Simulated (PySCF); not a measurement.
CH6OSiZn, SMILES [CH3][Zn][O][SiH3].

Geometry optimised at PBE-D3(BJ)/def2-SVP. The structure was generated by enumeration; whether it is a known compound was not checked. One conformer was computed; it need not be the lowest.

These are PySCF with PBE/def2-TZVP values and carry that method's errors.

The molecule is in vacuum.

Computed frontier levels, gap, dipole moment and polarisability:
```
Item                                                                                                            Value
---------------------------------------------------------------------------------------------  ----------------------
highest occupied level                                                                                       -6.63 eV
lowest empty level                                                                                           -1.45 eV
orbital gap                                                                                                   5.18 eV
dipole moment                                                                                                  2.43 D
quadrupole, principal values (traceless, Buckingham form, about the centre of nuclear charge)   -3.29, 1.27, 2.02 D·Å
mean static polarisability                                                                      69.6 bohr³ (10.31 Å³)
polarisability, principal values                                                               57.8, 57.9, 93.0 bohr³
```
